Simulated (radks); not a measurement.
Values are calculated unless marked as measured or tabulated.
Numerical settings for the hafnium ion Hf41+, [Ar] 3d10 4s2 4p1. Level of theory: Dirac Kohn-Sham, LDA (Slater exchange, Perdew-Wang correlation), spin-unpolarised, spherical densities, point nucleus; open shells fill j = l - 1/2 first (a radial shooting solver on a logarithmic mesh with Libxc functionals). The defaults (mesh step 0.008 in ln r, mesh end at 40 bohr or more with all orbitals vanishing there, Anderson mixing 0.5 over 9 steps, residual threshold near 1e-9 with the energy settled to 1e-9 hartree or 1e-11 of itself, here a cap of 98 iterations) give E = -14007.3396 hartree and 4p1/2 at -1999.6 eV in 15 iterations. Run on one thread of a shared host, so times are rough (Arm Neoverse V2): 0.09 s of CPU time, 0.09 s wall, 15 iterations on 2476 mesh points. Changes against that run (0 stands for a change within the tolerance of the run):

| setting | iterations | converged | E (mhartree) | e(4p1/2) (meV) | CPU (s) |
|---|---|---|---|---|---|
| mesh step in ln r 0.2 | 2 | no | diverged | - | 0.01 |
| mesh step in ln r 0.003 | 15 | yes | 0 | 0 | 0.22 |
| mesh step in ln r 0.012 | 15 | yes | 0 | 0 | 0.06 |
| mesh end (bohr) 5 | 15 | yes | 0 | 0 | 0.09 |
| mesh end (bohr) 20 | 15 | yes | 0 | 0 | 0.09 |
| residual threshold 1e-13 | 19 | yes | 0 | 0 | 0.1 |
| residual threshold 1e-16 | 98 | no | 0 | 0 | 0.26 |
| mixing 1.5 | 13 | yes | 0 | 0 | 0.08 |
| linear mixing, mixing 1 | 18 | yes | 0 | 0 | 0.1 |
| linear mixing, mixing 0.8 | 15 | yes | 0 | 0 | 0.08 |
| mixing history 3 | 15 | yes | 0 | 0 | 0.09 |
| iteration cap 3 | 3 | no | +94.5 | -1.62e+04 | 0.03 |

No run marked as converged misses the energy by more than 1 mhartree. A mesh that ends early acts as a hard wall.
